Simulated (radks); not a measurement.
Coulomb parameter of the 4d shell of neutral rhodium in the model configuration [Kr] 4d6.5 5s1 5p1.5, as a second difference U = [E(n + 0.5) + E(n - 0.5) - 2 E(n)] / (0.5)^2 with all orbitals relaxed. "Bare": the charge of the atom changes with n. "Screened": the 5p shell takes up the change at fixed total charge, which measures U(4d,4d) + U(5p,5p) - 2 U(4d,5p). Method: scalar-relativistic Kohn-Sham, LDA (Slater exchange, Perdew-Wang correlation), spin-unpolarised, spherical densities, point nucleus; computed with a radial shooting solver on a logarithmic mesh with Libxc functionals. Estimate both.

Answer. U(bare) = 9.963 eV, U(screened by 5p) = 3.202 eV, against the Slater integral F0(4d,4d) = 16.996 eV with frozen orbitals. The step up makes a negative ion, whose loosely bound charge lowers the bare value.
